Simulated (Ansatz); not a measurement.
Start from `[NH]=[Mo](=[NH])([F])[Cl]` and change one atom or group to get `[NH]=[Mo](=[NH])([F])[F]`.

Ansatz, PBE0-D4/def2-TZVP geometries, multiplicity 1. Each molecule was computed in one conformer, which needn't be the lowest.

Elements past krypton have def2 core potentials.

| property | `[NH]=[Mo](=[NH])([F])[Cl]` |
| --- | --- |
| HOMO–LUMO gap (PBE0/def2-TZVPP) / eV | 6.01 |
| LUMO energy (PBE/def2-TZVPP) / eV | -3.14 |
| HOMO energy (B3LYP/def2-TZVPP) / eV | -8.17 |
| HOMO energy (ωB97M-V/def2-TZVPP) / eV | -10.61 |
| size of the dipole moment (ωB97M-V/def2-TZVPP) / D | 3.32 |
| ideal-gas entropy at 298 K and 1 bar (rigid rotor, harmonic PBE0-D4/def2-TZVP) / J/(mol·K) | 345 |

(1) Give the same properties after the change, and the shifts. (Estimate.)

Results:

(1) Computed: 
| property | `[NH]=[Mo](=[NH])([F])[F]` | shift |
| --- | --- | --- |
| HOMO–LUMO gap (PBE0/def2-TZVPP) / eV | 6.40 | 0.39 |
| LUMO energy (PBE/def2-TZVPP) / eV | -2.84 | 0.30 |
| HOMO energy (B3LYP/def2-TZVPP) / eV | -8.26 | -0.09 |
| HOMO energy (ωB97M-V/def2-TZVPP) / eV | -10.73 | -0.12 |
| size of the dipole moment (ωB97M-V/def2-TZVPP) / D | 3.09 | -0.23 |
| ideal-gas entropy at 298 K and 1 bar (rigid rotor, harmonic PBE0-D4/def2-TZVP) / J/(mol·K) | 327 | -18 |

With PBE0 the HOMO falls by 0.08 eV and the LUMO rises by 0.32 eV, so the gap widens by about 0.40 eV. PBE moves the HOMO by -0.03 eV and ωB97M-V by -0.12 eV. Dipoles are sizes alone; their direction can turn.

B3LYP here is the variant with VWN-RPA as its local correlation; programs differ in this.
